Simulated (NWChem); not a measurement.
System: HSOF2 cation; SMILES [OH+]=S(F)F

```xyz
5

O      0.1806     1.4375     0.0000
S     -0.4532     0.0440     0.0000
F      0.2769    -0.6870    -1.1597
F      0.2769    -0.6870     1.1597
H      1.1618     1.5528     0.0000
```
Atoms are numbered in this order, from 1.

Results from NWChem. All runs use the structure optimised with PBE0/def2-SVP. B3LYP is NWChem's, with the RPA form of VWN correlation. Atomic charges in e: unrestrained fits to the electrostatic potential beside Mulliken populations; buried atoms are poorly determined by the fit.

Question: What does the run give for B3LYP/def2-SVP? Quantities: ESP O1; Mulliken O1; ESP S2; Mulliken S2; ESP F3; Mulliken F3; ESP F4; Mulliken F4; relative RMS misfit of the potential (%).

Answer: 
```json
{
 "ESP O1": "-0.34",
 "Mulliken O1": "-0.24",
 "ESP S2": "0.94",
 "Mulliken S2": "1.32",
 "ESP F3": "-0.05",
 "Mulliken F3": "-0.19",
 "ESP F4": "-0.05",
 "Mulliken F4": "-0.19",
 "relative RMS misfit of the potential (%)": "2"
}
```
